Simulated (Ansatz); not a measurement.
`C[O][W]([NH2])(=[O])=[S]` + H–F → `C[O][W](=[O])([F])=[S]` + NH₃ at 700 K and 1 bar (ligand exchange at a W–N bond).

Calculated with Ansatz (gas phase, PBE0-D4/def2-TZVP geometries, no zero-point term in ΔE). CCSD(T)/CBS is the MP2 limit (def2-TZVPP, def2-QZVPP) plus CCSD(T) − MP2 in def2-TZVPP, frozen cores. This one scheme is used for every species. def2 core potentials past Kr. For W outer-core shells are correlated without core-valence functions, which leaves a few kJ/mol of doubt a bond. One conformer a species, not always the lowest.

```tsv
species	CCSD(T)/CBS energy (Eh)	H − E (kJ/mol)	S (J/(mol·K))
`C[O][W]([NH2])(=[O])=[S]`	-711.00548	280.7	539.2
H–F	-100.39570	45.2	198.5
`C[O][W](=[O])([F])=[S]`	-754.90807	208.5	508.1
NH₃	-56.50880	116.9	226.5
```

H − E and S are ideal-gas, rigid-rotor, harmonic terms from PBE0-D4/def2-TZVP, for one conformer and one mirror image of each species. 1 Eh = 2625.50 kJ/mol, R = 8.31446 J/(mol·K).

Task: By hand: ΔE, ΔH, ΔS and ΔG.

Result: ΔE = (-754.90807) + (-56.50880) − (-711.00548) − (-100.39570) = -0.01569 Eh = -41.2 kJ/mol. Δ(H − E) = 208.5 + 116.9 − 280.7 − 45.2 = -0.5, so ΔH = -41.7 kJ/mol. ΔS = 508.1 + 226.5 − 539.2 − 198.5 = -3.1 J/(mol·K). ΔG = -41.7 − 700 × (-3.1)/1000 = -39.5 kJ/mol.

Task: By hand: the equilibrium constant, and the temperature at which ΔG would vanish if ΔH and ΔS stayed fixed.

Result: log₁₀ K = −ΔG/(RT ln 10) = 2.9. ΔG = 0 at ΔH/ΔS = 13452 K, far beyond where these terms or the molecules hold.

The number of gas molecules stays the same, so ΔS is small and ΔH decides. A doubt of 5 kJ/mol in ΔE shifts log₁₀ K by 0.4 here. Other conformers and mirror images would add mixing entropy, several J/(mol·K) or more a flexible species. Modes under 60 cm⁻¹, often nearly free rotors, make the harmonic entropy too high. These are equilibria of isolated gas molecules and say nothing of rates. Largest T1 diagnostic: 0.022 (customary marks: 0.02 for closed shells, 0.045 for open ones).
